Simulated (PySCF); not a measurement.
H2MoO2S2, SMILES [OH][Mo]([OH])(=[S])=[S], multiplicity 1.

The structure is a stationary point at PBE0-D3(BJ)/def2-SVP. The geometry has at least one imaginary mode, so it is a saddle point at that level. The spin state was assumed, not searched. The structure was generated by enumeration; whether it is a known compound was not checked. The def2 effective core potentials stand for the cores of Mo; spin–orbit coupling is left out. One conformer was computed; it need not be the lowest.

Method: CAM-B3LYP/def2-TZVP (PySCF).

Isolated molecule, no solvent.

```json
{
  "total_energy": "-1016.41348 hartree",
  "point_group": "C2v",
  "highest_occupied_level": "-8.23 eV",
  "lowest_empty_level": "-2.13 eV",
  "orbital_gap": "6.10 eV",
  "dipole_moment": "0.90 D",
  "quadrupole, principal values (traceless, Buckingham form, about the centre of nuclear charge)": "-8.89, -8.21, 17.10 D·Å",
  "mean_static_polarisability": "87.3 bohr³ (12.93 Å³)",
  "polarisability_principal_values": "69.8, 78.5, 113.4 bohr³"
}
```
